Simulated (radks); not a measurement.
Q: Spherical quantum dot in the effective-mass picture: electrons in a parabolic well V = omega^2 r^2 / 2 with omega = 0.0682, with a point charge +1 (a donor) at the centre, all in effective atomic units (hartree* = m*/eps^2 hartree, bohr* = eps/m* bohr), one dielectric constant everywhere. Calculated with a radial shooting solver with Libxc functionals: non-relativistic Kohn-Sham, exchange-only LDA, spin-polarised, spherical densities. Levels are named by radial order and angular momentum (1s, 1p, 1d, 2s, ...), and open shells are averaged over m. Results are scaled to m* = 0.128 and eps = 15.5, for which hartree* = 14.5 meV and bohr* = 6.408 nm. At N = 3 the configuration is 1s2 1p(up 1, down 0). Does electron 4 go into 2s down or 1p up or 2s up?

A: Into 1p up. The total energies of the other choices lie higher by 0.0717 meV (2s up), 0.326 meV (2s down).
